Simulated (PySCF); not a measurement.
Compound: C5H7GaOS.
SMILES: `COc1ccs[c]1[GaH2]`

Torsions of this conformer, `[CH3:1][O:2][c:3]1[cH:4][cH:5][s:6][c:7]1[GaH2:8]`: C1–O2–C3–C4 -1°.

The closed-shell ground state was solved at several levels (PySCF, density fitting, gas phase). Geometry: PBE0-D3(BJ)/def2-SVP, one conformer, isolated molecule. Relativistic effects, spin–orbit coupling among them, are left out although an element past zinc is present.

```json
{"level": "CAM-B3LYP/pcSseg-1", "basis functions": "202", "total energy (Eh)": "-2592.7244", "HOMO (eV)": "-7.50", "LUMO (eV)": "-0.66", "gap (eV)": "6.84", "dipole (D)": "2.97"}
{"level": "B3LYP/def2-SVPD", "basis functions": "244", "total energy (Eh)": "-2592.4923", "HOMO (eV)": "-6.15", "LUMO (eV)": "-1.82", "gap (eV)": "4.33", "dipole (D)": "2.87"}
```

Problem. What might PBE0/pcSseg-1 (202 basis functions) give for the same quantities?

Solution. Total energy -2592.0185 Eh, HOMO -6.34 eV, LUMO -1.58 eV, gap 4.76 eV, dipole 3.03 D.

Problem. Over all these levels, which gives the widest orbital gap and which the narrowest?

Solution. CAM-B3LYP/pcSseg-1 (range-separated hybrid) has the widest, 6.84 eV, and B3LYP/def2-SVPD (global hybrid, 20 % exact exchange) the narrowest, 4.33 eV. Functional and basis both differ between the two, so the spread mixes both effects.

Problem. How far do the dipole and the HOMO energy spread over the levels?

Solution. The dipole runs from 2.87 to 3.03 D (mean 2.96 D) and the HOMO from -7.50 to -6.15 eV.
